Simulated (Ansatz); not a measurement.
Born–Oppenheimer molecular dynamics of AlCl3H2 (6 atoms, charge 0, multiplicity 1). It starts at the highest image of a converged band, a first-order saddle point between two minima.

Level of theory: RKS B3LYP-D4/def2-SVP in Ansatz 0.2.0.

```
ensemble                      : NVE (velocity Verlet)
time step                     : 0.5 fs
steps asked                   : 200
starting velocities drawn for : 300 K
seed                          : 9684
```

First frame:

```xyz
6
Properties=species:S:1:pos:R:3
Al -0.041 0.464 -0.279
H 1.218 -0.595 -0.368
Cl -1.352 0.441 -1.914
Cl 0.337 2.222 0.799
H 0.524 -1.242 0.489
Cl -0.685 -1.290 1.274
```

(1) How far do the bonds stretch over the last three quarters of this one trajectory? (Pairs bonded in most of those frames.)

Results:

(1) 
```csv
bond,mean (Å),spread (Å),shortest,longest
Al1–Cl3,2.104,0.064,2.00,2.24
Al1–Cl4,2.110,0.069,2.01,2.25
Al1–Cl6,2.126,0.120,1.92,2.32
H2–H5,0.766,0.028,0.73,0.84
```

Mean temperature of the second half: 1855 K. The conserved energy stayed within 0.12 meV per atom of its start (net change -0.072 meV per atom), so the integration is sound. The kinetic energy rose, since the run started high on the potential surface and went downhill. It ends in pieces (AlCl3 + H2), so much of that is their flight and rotation, not heat. A run of 0.1 ps of so small a system gives no equilibrium averages. The orbitals stay closed-shell, which can raise the energy where a bond breaks towards radicals; this wasn't checked here.

Run time: 3.4 min on 2 threads of Intel(R) Xeon(R) Platinum 8488C (Sapphire Rapids), with other jobs on the host, peak memory 0.21 GiB.
